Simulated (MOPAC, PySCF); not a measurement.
C4H8BN, SMILES `B/C(C=C)=C\N`, neutral singlet in the gas phase. 

Cartesian coordinates (Å):
```xyz
14

B      0.5538     0.4328     1.3766
C      0.0229     0.0061     0.0296
C     -1.3733     0.1555    -0.3913
C     -2.3797     0.6767     0.3081
C      0.8609    -0.5662    -0.9007
N      2.1691    -0.8166    -0.7794
H      1.7153     0.2812     1.6594
H     -0.1394     0.9322     2.2131
H     -1.5992    -0.2065    -1.3961
H     -3.3757     0.7331    -0.1133
H     -2.2429     1.0595     1.3127
H      0.4536    -0.8669    -1.8661
H      2.6492    -0.5798     0.0719
H      2.6854    -1.2412    -1.5246
```
Charge 0, multiplicity 1.

All levels are single points at this geometry (PBE0-D4/def2-TZVP); Pople sets use spherical d functions. Orbital energies aren't observables, and empty levels follow the basis.

PBE/6-31G* in PySCF gives gap (eV) = 2.64.

Estimate the gap (eV) from each of these levels: B3LYP-D3(BJ)/def2-TZVP in PySCF; PBE0-D4/def2-TZVP in PySCF; B3LYP/3-21G in PySCF; B3LYP/6-311+G** in PySCF; BP86/6-31G* in PySCF; M06-2X/6-31G* in PySCF; SVWN5/6-31G* in PySCF; HF/3-21G in PySCF; HF/6-31G* in PySCF; AM1 in MOPAC; PM6 in MOPAC; PM7 in MOPAC.


```json
[
 {"level": "B3LYP-D3(BJ)/def2-TZVP in PySCF", "gap (eV)": "3.96"},
 {"level": "PBE0-D4/def2-TZVP in PySCF", "gap (eV)": "4.35"},
 {"level": "B3LYP/3-21G in PySCF", "gap (eV)": "4.13"},
 {"level": "B3LYP/6-311+G** in PySCF", "gap (eV)": "3.93"},
 {"level": "BP86/6-31G* in PySCF", "gap (eV)": "2.64"},
 {"level": "M06-2X/6-31G* in PySCF", "gap (eV)": "6.43"},
 {"level": "SVWN5/6-31G* in PySCF", "gap (eV)": "2.57"},
 {"level": "HF/3-21G in PySCF", "gap (eV)": "10.20"},
 {"level": "HF/6-31G* in PySCF", "gap (eV)": "10.24"},
 {"level": "AM1 in MOPAC", "gap (eV)": "8.69"},
 {"level": "PM6 in MOPAC", "gap (eV)": "8.09"},
 {"level": "PM7 in MOPAC", "gap (eV)": "7.79"}
]
```
